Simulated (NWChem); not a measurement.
# BH3S; SMILES BS

Q: Give the equilibrium geometry at PBE0/def2-SVP (NWChem) as an XYZ file, with the point group.

A: point group Cs; any orientation.
```
5

B      0.0078    -1.2040     0.0000
H      1.0698    -1.7727     0.0000
H     -1.0441    -1.7896     0.0000
S      0.0836     0.5634     0.0000
H     -1.2407     0.8368     0.0000
```
